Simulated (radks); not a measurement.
Question: Species: the tantalum ion Ta4+. Configuration: [Xe] 4f14 5d0.75 6s0.25 (fractional occupations, a model configuration). Calculated with a radial shooting solver on a logarithmic mesh with Libxc functionals: Dirac Kohn-Sham, Wu-Cohen GGA, spin-unpolarised, spherical densities, finite nucleus; open shells are shared between the two j in proportion to 2j + 1; Fermi nuclear charge, rms radius 5.3507 fm. Some entries of the table are withheld. Estimate them.

orbital  occ.  eigenvalue (eV)  r(max) (bohr)
1s1/2       2        -67291.63        0.01168
2s1/2       2        -11590.33        0.06706
2p1/2       2        -11082.42        0.04992
2p3/2       4        -9812.165        0.05665
3s1/2       2        -2688.139         0.1889
3p1/2       2        -2461.639         0.1770
3p3/2       4        -2188.192         0.1908
3d3/2       4              (1)         0.1496
3d5/2       6              (2)         0.1535
4s1/2       2        -582.2687         0.4294
4p1/2       2        -488.7839         0.4294
4p3/2       4        -425.7866         0.4587
4d3/2       4        -271.8605         0.4563
4d5/2       6        -260.2897         0.4657
5s1/2       2        -115.6270         0.9870
5p1/2       2              (3)          1.060
5p3/2       4              (4)          1.141
4f5/2       6         -68.9597         0.4385
4f7/2       8         -66.9672         0.4436
5d3/2     0.3         -42.3347          1.432
5d5/2    0.45         -41.3673          1.466
6s1/2    0.25         -36.9344          2.335

Answer: 
(1) 3d3/2 eigenvalue (eV): -1804.338
(2) 3d5/2 eigenvalue (eV): -1744.768
(3) 5p1/2 eigenvalue (eV): -88.0836
(4) 5p3/2 eigenvalue (eV): -78.8695
